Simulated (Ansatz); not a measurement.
Ti₃F₂, relaxed as a singlet with RKS PBE0-D4/def2-SVP in Ansatz, starting from the GFN1-xTB geometry. Force threshold 0.02 eV/Å.

The restricted singlet is unstable towards broken spin symmetry in Hartree–Fock (as tested in another run); at PBE0-D4/def2-SVP this wasn't settled. Another isomer (triplet) lies 0.92 eV lower at PBE0-D4/def2-TZVP; other spin states weren't run for this one.

Start:

```xyz
5

Ti   -0.574   -1.059   -0.671
Ti    1.364   -0.713    1.231
Ti   -0.030    1.394    0.164
F     1.003    2.506   -0.552
F    -1.762   -2.129   -0.171
```

```
step  energy (eV)  largest force component (eV/Å)  SCF passes
   1  -74740.5226                           4.157          82
   2  -74741.5470                           1.995          52
   3  -74741.7510                           0.218          48
   4  -74741.7575                           0.071          42
   5  -74741.7580                           0.024          44
   6  -74741.7581                           0.014          43
```

Force components are those of the run's own axes.

End:

```
atom    x (Å)    y (Å)    z (Å)
 Ti1  -0.3279  -0.9980  -0.7175
 Ti2   1.1942  -0.6275   1.0800
 Ti3  -0.1046   1.2275   0.3275
  F4   0.9510   2.3122  -0.5982
  F5  -1.7127  -1.9142  -0.0918
```

By distances, no bond broke or formed. The bond that changes most is Ti2–Ti3, from 2.74 to 2.39 Å (atoms count from 1).

No frequencies were taken in this run, so the end may be a saddle point.

Run time 22 s (4 threads of Arm Neoverse V1 on a shared host).
